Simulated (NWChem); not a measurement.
ZrSF₂; SMILES [S]=[Zr]([F])[F]

Program: NWChem. Coordinates come from a PBE0/def2-SVP optimisation. def2 effective core potentials on Zr; no spin-orbit coupling. LC-ωPBE (HJS hole) with def2-SVP; x = 1 − exp(−ω/0.25 bohr⁻¹) is a scale chosen for this fit.

```csv
row,x,−ε(HOMO) (eV)
ω = 0.10,0.330,7.44
ω = 0.20,0.551,withheld
ω = 0.25,0.632,8.93
ω = 0.35,0.753,9.52
```

Question: Fit a straight line of the last column on the one before it, predict the withheld value, and compare with the run.

Answer: 
1. Means of the 3 shown rows: x = 0.5717, y = 8.630. Slope Σ(x − x̄)(y − ȳ)/Σ(x − x̄)² = 0.4671/0.09492 = 4.920; intercept 5.817.
2. The shown rows scatter about the line by 0.002 (root mean square); the largest residual is 0.00, at ω = 0.25.
3. At x = 0.551 (ω = 0.20; inside the shown range) the line gives 8.53.
4. The run gives 8.53, 0.00 from the line.
